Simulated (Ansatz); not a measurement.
A ladder of methods for InH2 (SMILES [InH2])

InH2: 3 atoms, total charge 0, spin state doublet. SMILES: `[InH2]`. The coordinates come from a PBE0-D4/def2-TZVP relaxation.

| atom | x (Å) | y (Å) | z (Å) |
| --- | --- | --- | --- |
| In | 0.3846 | -0.4254 | 0.1498 |
| H | 0.6913 | 1.2654 | 0.5216 |
| H | -1.0869 | -0.9048 | -0.6847 |

Quantity: the energy change with the In1–H3 bond stretched from 1.758 to 4.396 Å, in eV. The values are calculated.

```json
{"level": "UHF/STO-3G", "kind": "Hartree–Fock", "program": "Ansatz", "value (eV)": "3.10", "less FCI/STO-3G": "+0.11"}
{"level": "UBLYP/STO-3G", "kind": "GGA", "program": "Ansatz", "value (eV)": "3.76", "less FCI/STO-3G": "+0.77"}
{"level": "UPBE/STO-3G", "kind": "GGA", "program": "Ansatz", "value (eV)": "3.73", "less FCI/STO-3G": "+0.74"}
{"level": "U-r2SCAN/STO-3G", "kind": "meta-GGA", "program": "Ansatz", "value (eV)": "3.85", "less FCI/STO-3G": "+0.86"}
{"level": "U-r2SCAN0/STO-3G", "kind": "hybrid meta-GGA", "program": "Ansatz", "value (eV)": "3.74", "less FCI/STO-3G": "+0.75"}
{"level": "UBHLYP/STO-3G", "kind": "global hybrid", "program": "Ansatz", "value (eV)": "3.56", "less FCI/STO-3G": "+0.57"}
{"level": "UCCSD(T)/STO-3G", "kind": "coupled cluster or CI", "program": "Ansatz", "value (eV)": "2.99", "less FCI/STO-3G": "0.00"}
{"level": "UCCSDT(Q)/STO-3G", "kind": "coupled cluster or CI", "program": "Ansatz", "value (eV)": "2.99", "less FCI/STO-3G": "0.00"}
{"level": "FCI/STO-3G", "kind": "exact in the basis", "program": "Ansatz", "value (eV)": "2.99", "less FCI/STO-3G": "0.00"}
```

FCI/STO-3G is exact within its basis and frozen core, so for wave-function methods in that basis the difference is their error; functionals converge differently with the basis, so for them it is only a difference. All-electron rows without a relativistic Hamiltonian named are non-relativistic. The first shape isn't each level's own minimum. The values span 2.99 to 3.85 eV. Spin contamination of the reference (⟨S²⟩ at least 0.1 too high) touches UHF/STO-3G, UCCSD(T)/STO-3G, UCCSDT(Q)/STO-3G. All rows use very small basis sets, so even the best lies far from the true value. In the correlated wave-function rows the outer d shell of In is correlated, in sets not made for it.
